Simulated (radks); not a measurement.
Spherical quantum dot in the effective-mass picture: electrons in a hard-walled sphere of radius 4.53, with a point charge +1 (a donor) at the centre, all in effective atomic units (hartree* = m*/eps^2 hartree, bohr* = eps/m* bohr), one dielectric constant everywhere. Calculated with a radial shooting solver with Libxc functionals: non-relativistic Kohn-Sham, LDA (Slater exchange, Perdew-Wang correlation), spin-polarised, spherical densities. Levels are named by radial order and angular momentum (1s, 1p, 1d, 2s, ...), and open shells are averaged over m.

N = 7, configuration 1s2 1p(up 3, down 2). This is the lowest configuration that the search found. Occupied and some empty levels:

| level | occupation | eigenvalue (hartree*) | <r> (bohr*) |
|---|---|---|---|
| 1s up | 1 | 1.7911 | 2.214 |
| 1s down | 1 | 1.8076 | 2.191 |
| 1p up | 3 | 2.0410 | 2.867 |
| 1p down | 2 | 2.0613 | 2.867 |
| 2s up | 0 | 2.3052 | 2.068 |
| 2s down | 0 | 2.3162 | 2.083 |
| 1d up | 0 | 2.3165 | 3.070 |
| 1d down | 0 | 2.3368 | 3.072 |
| 1f up | 0 | 2.6621 | 3.207 |
| 1f down | 0 | 2.6820 | 3.209 |

Energy (hartree*): total 6.25330, kinetic 3.1390, external -3.1561, Hartree 8.1673, exchange-correlation -1.8968.

Electron density:

| r (bohr*) | n(r) (e/bohr*^3) |
|---|---|
| 0.339 | 0.1164 |
| 0.678 | 0.06918 |
| 1.02 | 0.04862 |
| 1.36 | 0.04049 |
| 1.70 | 0.03809 |
| 2.04 | 0.03783 |
| 2.38 | 0.03731 |
| 2.71 | 0.03475 |
| 3.05 | 0.02914 |
| 3.39 | 0.02072 |
| 3.73 | 0.01138 |
| 4.07 | 0.003838 |
| 4.41 | 0.0002418 |
